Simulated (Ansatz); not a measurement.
Computed with Ansatz on PBE0-D4/def2-TZVP structures; ΔE is electronic, products minus reactants. CBS: MP2 limit from def2 TZ/QZ plus the TZ coupled-cluster correction, frozen cores. DFT in def2-TZVPP. Each species was taken in one conformer, which may not be the lowest.

`O[SiH2][SiH](O)F` + `CN[SiH2]Cl` → `CN([SiH2]Cl)[SiH](O)F` + `O[SiH3]`  (cleavage of the Si–Si bond)

CCSD(T)/CBS gives -22.3 kcal/mol.

**Question.** Another level gave -23.0 kcal/mol. Which?
A. HF/def2-TZVPP
B. r2SCAN-D4/def2-TZVPP
C. MP2/def2-TZVPP
D. PBE-D4/def2-TZVPP

**Answer.** A. HF/def2-TZVPP -23.0, r2SCAN-D4 -20.7, PBE-D4 -16.5, MP2/def2-TZVPP -24.6 kcal/mol.

Largest T1 diagnostic among the species: 0.012.

From PBE to PBE0 (25 % exact exchange), in def2-TZVPP and without D4, ΔE moves by −2.3 kcal/mol. The D4 term adds −2.4 kcal/mol with B3LYP and −1.4 kcal/mol with PBE0; it sums over pairs of atoms, weighted by their polarisabilities, and B3LYP, whose exchange is more repulsive, gets the larger term.

B3LYP here is the variant with VWN-RPA as its local correlation; programs differ in this.
